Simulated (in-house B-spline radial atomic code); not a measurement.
A calculation on neutral caesium: its settings, and results tabulated from the run. Computed with an all-electron radial atomic-structure program (B-spline basis): scalar-relativistic (X2C) PBE, spin-polarised, spherical fractional occupations, Fermi nucleus of rms radius 4.8041 fm.

Command:
```bash
python run_scf.py task.json out
```
Settings (nuclear radius in fm, mass in u):
```
Z                55
configuration    [Xe] 6s1
hamiltonian      x2c
method           pbe,pbe
spin_polarised   True
nucleus          fermi
rms_radius       4.8041
atomic_mass      132.90545
speed_of_light   137.035999084
```

Output (hartree, bohr):
```
 radial grid: 77 intervals, B-splines of order 8, outer radius 50 bohr

 iter        energy (Eh)    residual
    1       -7781.535705    4.68e-01
    2       -7782.597042    2.81e-01
    3       -7785.717829    2.47e-02
    4       -7785.754669    5.83e-03
    5       -7785.755722    1.78e-03
    6       -7785.755898    5.36e-04
    7       -7785.755906    2.28e-04
    8       -7785.755908    7.63e-05
    9       -7785.755908    1.12e-05
   10       -7785.755908    9.64e-07
   11       -7785.755908    8.17e-08

 total energy                     -7785.75591
 kinetic                            8292.9649
 electron-nucleus                 -18937.0565
 Hartree                            3052.3460
 exchange-correlation               -194.0102

 orbital      occ     eigenvalue          <r>       <r^2>       <1/r>       r_max
 1s up      1.000     -1312.7968    0.0254792 0.000890764     62.6309     0.01603
 1s down    1.000     -1312.7967    0.0254792 0.000890764     62.6309     0.01603
 2s up      1.000      -205.9377     0.111583    0.014749     14.2942     0.09478
 2s down    1.000      -205.9377     0.111583    0.014749     14.2942     0.09478
 2p up      3.000      -184.9135      0.09788   0.0117099     13.0795     0.07583
 2p down    3.000      -184.9135      0.09788   0.0117099     13.0795     0.07583
 3s up      1.000       -42.8229     0.298753    0.102135      5.0643      0.2727
 3s down    1.000       -42.8228     0.298753    0.102135      5.0643      0.2727
 3p up      3.000       -36.0369     0.296667    0.102147     4.69857      0.2666
 3p down    3.000       -36.0368     0.296667    0.102146     4.69858      0.2666
 3d up      5.000       -25.9905     0.273587   0.0884378     4.42401      0.2204
 3d down    5.000       -25.9904     0.273586   0.0884375     4.42402      0.2204
 4s up      1.000        -8.0806     0.694941    0.545319     2.05068      0.6432
 4s down    1.000        -8.0803     0.694932      0.5453      2.0507      0.6432
 4p up      3.000        -5.9067     0.739278    0.622071      1.8622      0.6732
 4p down    3.000        -5.9064     0.739257     0.62203     1.86224      0.6732
 4d up      5.000        -2.7244     0.836935    0.815887     1.58443      0.7211
 4d down    5.000        -2.7239     0.836877    0.815766     1.58453      0.7211
 5s up      1.000        -0.9798       1.7437     3.42991    0.758285       1.546
 5s down    1.000        -0.9782      1.74128     3.41852    0.759091       1.546
 5p up      3.000        -0.4968      2.09267       5.008    0.621754       1.782
 5p down    3.000        -0.4936      2.08232       4.951    0.624357        1.78
 6s up      1.000        -0.0833      5.62033       35.96    0.221778       4.803

 Slater integrals (Eh)
   F0(5p up,5p up)               0.431299
   F2(5p up,5p up)               0.230475
   F0(5p up,5p down)             0.432309
   F2(5p up,5p down)             0.231210
   F0(5p up,6s up)               0.202755
   G1(5p up,6s up)               0.013715
   F0(5p down,5p down)           0.433325
   F2(5p down,5p down)           0.231955
   F0(5p down,6s up)             0.202843
   F0(6s up,6s up)               0.160681
```

Cost of the run: 0.37 s on 1 thread of Arm Neoverse V2, with other jobs on the host.

One-electron X2C: radii and densities carry no picture-change correction, so inner-shell <1/r> comes out high (for 1s by about 2 % at Z = 33, 5 % at 54, 10 % at 75, 30 % at 118) and <r> low.
